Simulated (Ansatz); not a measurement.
Two structures of BH₃BrClO₂, singlet, reached by relaxing down either side of one saddle point (PBE0-D4/def2-TZVP). Energies are electronic, without zero-point energy. Program: Ansatz 0.2.0. Basis: def2-TZVPP and def2-QZVPP. Cores are frozen in the correlated methods. Filled d shells of the heavier atoms are correlated. The def2 sets are not built for correlating such inner shells, so the correlated values are less sure here. Extrapolation: Hartree–Fock as exp(−7.88 √X), correlation as X^−2.97. First:

```xyz
8
angstrom
B 0.0114 -0.8849 -0.2218
Cl 0.5403 0.3259 -1.4459
O 0.9016 -1.4104 0.6382
O -1.2750 -1.2727 -0.1666
H 0.1132 2.2147 0.1501
Br -0.2434 2.9445 1.3225
H 1.7933 -1.0734 0.5340
H -1.8415 -0.8437 -0.8105
```

Second:

B1  (-0.266, -0.640, 0.596)
Cl2  (1.022, 1.670, -2.441)
O3  (0.842, -1.363, 0.819)
O4  (-1.341, -1.211, 0.030)
H5  (0.582, 1.772, -1.236)
Br6  (-0.319, 1.263, 1.112)
H7  (1.563, -0.873, 1.219)
H8  (-2.084, -0.619, -0.099)
(Å)

(1) Which bonds change from the first to the second?

(2) Give the saddle point's structure and its height above each. (Judge from chemistry; the value comes from the calculation.)

The T1 diagnostic stays at or below 0.011.

## Answers

(1) BH₂ClO₂ ([OH][B]([OH])[Cl]) + HBr → BH₂BrO₂ ([OH][B]([OH])[Br]) + HCl; bonds formed: B1–Br6, Cl2–H5; bonds broken: B1–Cl2, H5–Br6.

(2) The calculation gives: 131.0 kJ/mol above the first and 125.5 kJ/mol above the second (CCSD(T) at an estimated basis limit (MP2 extrapolated from triple and quadruple zeta, plus CCSD(T) − MP2 in triple zeta)).
```xyz
8
angstrom
B -0.0710 -0.4822 0.0998
Cl 0.6263 0.6164 -1.6020
O 0.9293 -1.1731 0.6662
O -1.2788 -1.0147 -0.1372
H 0.2789 1.5532 -0.4601
Br -0.3045 1.6110 1.1576
H 1.7421 -0.6856 0.8083
H -1.9222 -0.4248 -0.5326
```

Labels in which every atom is bracketed show which atoms are joined, not bond orders.

For scale, one of the runs: CCSD(T)/def2-TZVPP, 225 basis functions, launched by `ansatz run in.yaml --threads 8 --pin off --events-out ev --progress --plain --max-ram 19148MiB`. Hardware: 8 CPU threads of an Intel Xeon 6975P-C, shared host. Wall time 20 s; peak host memory 4.2 GiB.
